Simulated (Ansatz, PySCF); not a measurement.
Molecule: C4H5FO (charge 0, singlet). 
Structure (B3LYP-D3(BJ)/def2-TZVP (Ansatz, a quantum-chemistry and plane-wave program) minimum search):
```
C
H 1 1.0816
C 1 1.4741 2 115.76
O 3 1.2044 1 124.69 2 0.92
H 3 1.1133 4 120.63 1 -179.86
C 1 1.5080 2 116.08 3 -146.49
F 6 1.3686 1 116.46 2 3.19
H 6 1.0827 7 111.60 1 -142.22
C 6 1.4706 8 120.72 7 146.05
H 9 1.0805 6 117.65 8 -145.32
H 9 1.0822 10 115.61 6 -147.81
```
Charge 0, spin multiplicity 1.

Wanted: atomisation energy (electronic, to ground-state atoms), in kcal/mol. Correlated levels leave the core frozen unless marked. UHF or UKS for open shells. Spin-orbit coupling is left out. Non-relativistic. The coupled-cluster limit lacks core correlation, which all-electron functionals hold. CBS(X,Y): correlation extrapolated as X^-3; Hartree-Fock from the larger set. [CCSD(T)-MP2]/basis is that difference in the basis named.

```csv
level,program,atomisation energy (kcal/mol),rough core time
HF/STO-3G,Ansatz,891.5,-
HF/def2-TZVPD,PySCF,796.4,-
PBE/def2-TZVPD,Ansatz,1160.5,under 20 s
BLYP-D3(BJ)/def2-TZVPD,Ansatz + dftd3,1124.3,under 20 s
B97M-V/def2-TZVPD,Ansatz,1123.0,22 s
B3LYP/def2-TZVPD,Ansatz,1112.0,under 20 s
PBE0/6-31G*,Ansatz,1133.5,under 20 s
PBE0/def2-TZVP,Ansatz,1130.3,under 20 s
PBE0/def2-QZVPP,Ansatz,1131.5,under 20 s
r2SCANh/def2-TZVPD,Ansatz,1116.9,under 20 s
r2SCAN0-D4/def2-TZVPD,Ansatz + dftd4,1104.0,under 20 s
M06-2X/def2-TZVPD,PySCF,1124.6,-
HSE06-D3(BJ)/def2-TZVPD,Ansatz + dftd3,1134.6,under 20 s
CAM-B3LYP/def2-TZVPD,Ansatz,1122.2,under 20 s
MP2/STO-3G,Ansatz,1042.7,-
SCS-MP2/6-31G,Ansatz,950.7,-
SCS-MP2/cc-pVDZ,Ansatz,1044.7,-
CCSD/6-31G*,Ansatz,1020.1,-
CCSD(T)/cc-pVDZ,Ansatz,1031.6,under 20 s
"RI-MP2/CBS(aug-cc-pVTZ,aug-cc-pVQZ)+[CCSD(T)-MP2]/aug-cc-pVDZ",Ansatz,1117.4,2.8 min
"RI-MP2/CBS(cc-pVTZ,cc-pVQZ)+[CCSD(T)-MP2]/cc-pVTZ",Ansatz,1119.2,4 min
```

Core times are rough, on shared machines, summed over the molecules involved; a dash marks a level read off another run, or run on other hardware, by another program or under a memory cap.
